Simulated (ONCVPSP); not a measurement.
**Cutoff test, Zr, ONCV**

| Property | Result |
| --- | --- |
| Element | zirconium (Zr) |
| Generator | ONCVPSP 4.0.1 |
| Type | optimised norm-conserving Vanderbilt (ONCV) |
| Functional | PBE |
| Relativity | fully relativistic |
| Frozen core | [Ar] 3d10 |
| Valence charge | 12 |
| Reference configuration | 4s2 4p6 4d1 (charge +3) |
| Partial waves | 4s: rc 1.85 bohr, ncon 4, nbas 8, qcut 8.2 1/bohr, 2 projectors, debl 1.6 Ha; 4p: rc 1.45 bohr, ncon 4, nbas 9, qcut 6.3 1/bohr, 2 projectors, debl 2.3 Ha; 4d: rc 2.30 bohr, ncon 4, nbas 8, qcut 7 1/bohr, 2 projectors, debl 3.85 Ha |
| Local potential | polynomial inside 0.95 bohr (lpopt 5, dvloc0 -1 Ha) |
| Core correction | Teter function, fcfact 5, rcfact 1.1 |

Open shells are filled in proportion to 2j + 1.

In the s channel the program set the typed energies aside and used -2.996, 0.050 Ha.

Task: For each optimised wave give the share of its norm inside rc, the residual kinetic energy above qcut (Ha) and the cutoffs (Ha) for errors of 10, 1, 0.1 and 0.01 mHa per electron.

Result:

| wave | norm inside rc | residual KE | 10 mHa | 1 mHa | 0.1 mHa | 0.01 mHa |
| --- | --- | --- | --- | --- | --- | --- |
| 4s | 0.931 | 2.3e-08 | 14.5 | 19.3 | 23.1 | 26.3 |
| s projector 2 | 0.051 | 2.1e-08 | 11.8 | 17.9 | 22.4 | 26.1 |
| 4p j=3/2 | 0.629 | 7.1e-04 | 7.8 | 19.0 | 89.9 | 131.3 |
| p projector 2 j=3/2 | 0.039 | 2.5e-04 | 6.5 | 15.5 | 23.2 | 59.7 |
| 4p j=1/2 | 0.652 | 6.9e-04 | 7.7 | 18.8 | 91.0 | 131.6 |
| p projector 2 j=1/2 | 0.039 | 2.5e-04 | 6.7 | 15.1 | 23.3 | 61.2 |
| 4d j=5/2 | 0.766 | 5.6e-08 | 11.0 | 14.7 | 17.8 | 20.2 |
| d projector 2 j=5/2 | 0.105 | 3.1e-07 | 13.7 | 17.6 | 20.2 | 22.1 |
| 4d j=3/2 | 0.771 | 6.0e-08 | 11.1 | 14.8 | 17.9 | 20.3 |
| d projector 2 j=3/2 | 0.106 | 3.8e-07 | 13.8 | 17.7 | 20.3 | 22.2 |

The occupied waves need 19 Ha and 91 Ha for 1 and 0.1 mHa. Note: no bound ghost flagged; GHOST(+) flagged for s at 17.9 eV.
